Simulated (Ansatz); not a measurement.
`[NH2][AlH][CH]=O` and `[CH3][Al]([NH2])[CH]=O` differ in one atom or group.

Ansatz, PBE0-D4/def2-TZVP geometries, multiplicity 1. Each molecule was computed in one conformer, which needn't be the lowest.

```tsv
property	`[NH2][AlH][CH]=O`
HOMO–LUMO gap (PBE/def2-TZVPP) / eV	2.10
HOMO–LUMO gap (PBE0/def2-TZVPP) / eV	4.52
LUMO energy (PBE/def2-TZVPP) / eV	-2.94
size of the dipole moment (PBE/def2-TZVPP) / D	1.59
HOMO energy (ωB97M-V/def2-TZVPP) / eV	-8.74
HOMO energy (PBE0/def2-TZVPP) / eV	-6.46
```

Give the same properties after the change, and the shifts. (An estimate is asked.)

Ansatz gave: 
```tsv
property	`[CH3][Al]([NH2])[CH]=O`	shift
HOMO–LUMO gap (PBE/def2-TZVPP) / eV	2.16	0.06
HOMO–LUMO gap (PBE0/def2-TZVPP) / eV	4.63	0.11
LUMO energy (PBE/def2-TZVPP) / eV	-2.66	0.28
size of the dipole moment (PBE/def2-TZVPP) / D	3.14	1.55
HOMO energy (ωB97M-V/def2-TZVPP) / eV	-8.56	0.18
HOMO energy (PBE0/def2-TZVPP) / eV	-6.25	0.21
```

With PBE0 the HOMO rises by 0.21 eV and the LUMO rises by 0.32 eV, so the gap widens by about 0.11 eV. PBE moves the HOMO by 0.22 eV and ωB97M-V by 0.18 eV. Dipoles are sizes alone; their direction can turn.
